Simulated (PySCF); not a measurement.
CH₃NO, charge -1, doublet, geometry from GFN2-xTB (a state made from the parent by changing its charge; the spin is typed, not shown lowest) (in this run its highest filled SCF level lies above zero, so its values depend strongly on the basis, on diffuse functions most of all). Base run: PBE0/def2-SVP in PySCF.

Here is a job for PySCF.
```python
from pyscf import gto, scf, dft, solvent

mol = gto.M(
    atom='''
N    -1.077855    0.313351    0.414143
C     0.389701    0.286506    0.198132
O     0.924193   -0.656649   -0.524472
H    -1.356933   -0.666037    0.485265
H    -1.568101    0.665629   -0.426595
H     0.738272    1.341112    0.049314
''',
    basis='def2-svp',
    charge=-1,
    spin=1,
    verbose=4,
)

mf = dft.UKS(mol)
mf.xc = 'pbe0'
mf.kernel()
mf.analyze()
```

Each row names what was changed in the base input (with any setting that the change needs).

```csv
change,ΔE vs base (kcal/mol)
base,0.000
model = C-PCM; solvent = dimethylsulfoxide,-70.3
model = IEF-PCM; solvent = dimethylsulfoxide; r_probe = 0.5,-56.80
model = IEF-PCM; solvent = methanol,-69.5
model = IEF-PCM; solvent = dimethylsulfoxide,-70.3
model = IEF-PCM; solvent = chloroform,-55.84
model = SS(V)PE; solvent = dimethylsulfoxide,-68.2
model = IEF-PCM; solvent = acetonitrile,-69.7
model = IEF-PCM; solvent = dimethylsulfoxide; vdw_scale = 1.0,-80.9
model = IEF-PCM; solvent = dimethylsulfoxide; lebedev_order = 41,-70.3
model = IEF-PCM; solvent = dimethylsulfoxide; vdw_scale = 1.1,-75.6
model = COSMO; solvent = dimethylsulfoxide,-69.6
```

The base is the gas phase, so ΔE is the electrostatic part of solvation at a fixed geometry, without cavity and dispersion terms.

Open shells are given as the SCF converged; they aren't shown to be the lowest states, and a large step between rows can be another state.

The gas-phase anion may not be bound at this level, which the solvent then changes.
